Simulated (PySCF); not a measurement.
C5H4F2, SMILES C=C=C(F)/C=C\F.

Geometry optimised at PBE0-D3(BJ)/def2-SVP. The structure was generated by enumeration; whether it is a known compound was not checked. One conformer was computed; it need not be the lowest.

Calculation: TDDFT-B3LYP/def2-SVPD (PySCF).

Vertical excitations. The molecule is in vacuum. State labels are in the subgroup Cs.

Problem. List the lowest excited states. (The exact figures need the calculation; the answer reports its results.)

Solution. 
```json
[
 {"state": "S1", "symmetry": "A\"", "energy (eV)": "4.35", "λ (nm)": "285", "f": "0.000", "main pairs": "HOMO→LUMO+1 98 %"},
 {"state": "S2", "symmetry": "A'", "energy (eV)": "5.27", "λ (nm)": "235", "f": "0.384", "main pairs": "HOMO→LUMO 99 %"},
 {"state": "S3", "symmetry": "A\"", "energy (eV)": "5.61", "λ (nm)": "221", "f": "0.000", "main pairs": "HOMO−1→LUMO 98 %"},
 {"state": "S4", "symmetry": "A\"", "energy (eV)": "6.04", "λ (nm)": "205", "f": "0.005", "main pairs": "HOMO→LUMO+2 98 %"},
 {"state": "S5", "symmetry": "A\"", "energy (eV)": "6.57", "λ (nm)": "189", "f": "0.002", "main pairs": "HOMO→LUMO+3 95 %"},
 {"state": "S6", "symmetry": "A'", "energy (eV)": "6.76", "λ (nm)": "183", "f": "0.048", "main pairs": "HOMO−2→LUMO 75 %, HOMO→LUMO+5 23 %"},
 {"state": "S7", "symmetry": "A\"", "energy (eV)": "6.78", "λ (nm)": "183", "f": "0.000", "main pairs": "HOMO−2→LUMO+1 96 %"},
 {"state": "S8", "symmetry": "A'", "energy (eV)": "7.20", "λ (nm)": "172", "f": "0.177", "main pairs": "HOMO−1→LUMO+1 80 %, HOMO→LUMO+5 13 %"},
 {"state": "S9", "symmetry": "A\"", "energy (eV)": "7.22", "λ (nm)": "172", "f": "0.003", "main pairs": "HOMO→LUMO+4 98 %"},
 {"state": "S10", "symmetry": "A\"", "energy (eV)": "7.54", "λ (nm)": "165", "f": "0.008", "main pairs": "HOMO→LUMO+6 97 %"},
 {"state": "T1", "symmetry": "A'", "energy (eV)": "3.09", "λ (nm)": "401", "f": "0", "main pairs": "HOMO→LUMO 96 %"},
 {"state": "T2", "symmetry": "A\"", "energy (eV)": "4.03", "λ (nm)": "308", "f": "0", "main pairs": "HOMO→LUMO+1 96 %"},
 {"state": "T3", "symmetry": "A'", "energy (eV)": "4.45", "λ (nm)": "279", "f": "0", "main pairs": "HOMO−1→LUMO+1 95 %"},
 {"state": "T4", "symmetry": "A'", "energy (eV)": "5.08", "λ (nm)": "244", "f": "0", "main pairs": "HOMO−2→LUMO 72 %, HOMO→LUMO+5 23 %"}
]
```
Triplets are in the Tamm–Dancoff approximation, which puts them higher than full response would, so one can lie above its singlet here.
